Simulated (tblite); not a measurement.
Compound: C6H10OSSi.
Atom-mapped SMILES: `[CH2:1]=[CH:2][S:3][C@@H:4]1[CH2:5][Si@H:6]1[C:7]([CH3:8])=[O:9]` (hydrogens: H10, H11 on C1; H12 on C2; H13 on C4; H14, H15 on C5; H16 on Si6; H17, H18, H19 on C8)

Cartesian coordinates in Å at the GFN2-xTB level; atoms count from 1:
```
atom  x, y, z in Å
C1     3.8738    0.6233    0.6487
C2     2.6538    0.2644    0.2858
S3     2.1360    0.0893   -1.3835
C4     0.4916   -0.5828   -1.1218
C5    -0.5554   -0.1909   -2.1549
Si6   -0.8788    0.5576   -0.4535
C7    -2.2043   -0.3153    0.5883
C8    -2.9543    0.5229    1.5848
O9    -2.4194   -1.4958    0.4260
H10    4.1385    0.7221    1.6868
H11    4.6415    0.8276   -0.0765
H12    1.8675    0.0482    0.9943
H13    0.5295   -1.6310   -0.8507
H14   -1.1727   -0.9974   -2.5261
H15   -0.2054    0.4564   -2.9462
H16   -0.5594    1.9470   -0.1791
H17   -3.6880   -0.0748    2.1211
H18   -2.2512    0.9637    2.2889
H19   -3.4531    1.3354    1.0601
```

Computed with GFN2-xTB (tblite): harmonic, unscaled wavenumbers at the GFN2-xTB geometry, gas phase. Errors from tens to a few hundred cm⁻¹ against measured bands are possible. Modes of hydrogen on silicon can be 10 to 20 % off. One conformer, not necessarily the lowest.

Harmonic wavenumbers (cm⁻¹): 34.5, 51.5, 55.7, 68.8, 78.9, 113.9, 131.8, 198.2, 269.0, 326.5, 371.9, 419.5, 444.3, 473.7, 559.9, 591.0, 624.4, 639.9, 713.9, 718.7, 733.9, 770.6, 839.9, 908.7, 957.8, 966.5, 980.7, 1013.0, 1017.8, 1047.8, 1101.6, 1139.5, 1191.2, 1236.0, 1364.1, 1380.0, 1410.1, 1451.6, 1455.3, 1648.8, 1711.4, 2360.8, 3011.1, 3017.5, 3024.9, 3039.8, 3053.1, 3059.5, 3079.8, 3110.9, 3142.7.

A = 2157, B = 589.3, C = 517.3 MHz; mass 158.022 u (most abundant isotopes); point group C1, symmetry number 1.

**Question.** Zero-point energy?

**Answer.** ½Σν̃ = 30556 cm⁻¹ = 365.53 kJ/mol.

**Question.** Entropy at 298.15 K, 1 bar (ideal gas, RRHO, classical rotation)?

**Answer.** Translation 172.00, rotation 127.91, vibration 174.53: S = 474.4 J/(mol K).

**Question.** And Cp and H(298.15 K) − H(0)?

**Answer.** Cp = 186.40 J/(mol K), of which vibrations give 153.14 (their classical limit is 51 R = 424.0); H(298.15 K) − H(0) = 34.94 kJ/mol without the zero-point energy, 25.02 from vibrations.

**Question.** Which modes carry the vibrational entropy at 298.15 K?

**Answer.** 34.5 cm⁻¹: 23.23; 51.5 cm⁻¹: 19.91; 55.7 cm⁻¹: 19.26; 68.8 cm⁻¹: 17.52; 78.9 cm⁻¹: 16.39; 113.9 cm⁻¹: 13.39 J/(mol K); the other 45 give 64.81 together.

**Question.** Blend soft modes into free rotors: weight 1/[1 + (100 cm⁻¹/ν̃)⁴] for the oscillator and the rest for a rotor with moment μB/(μ + B), μ = h/(8π²ν), B = 10⁻⁴⁴ kg m². What vibrational entropy results?

**Answer.** 151.64 J/(mol K) in place of 174.53, which changes −T·S at 298.15 K by +6.82 kJ/mol.

**Question.** What must be added to the electronic energy to get the Gibbs energy at 298.15 K and 1 bar?

**Answer.** ZPE + [H(298.15 K) − H(0)] − T·S = 365.53 + 34.94 − 141.45 = 259.02 kJ/mol.

Hindered rotation and anharmonicity are outside this model. Other conformers, if any are populated, would add a mixing term that is left out. The structure is chiral; the term R ln 2 for an equal mix with its mirror image is left out.
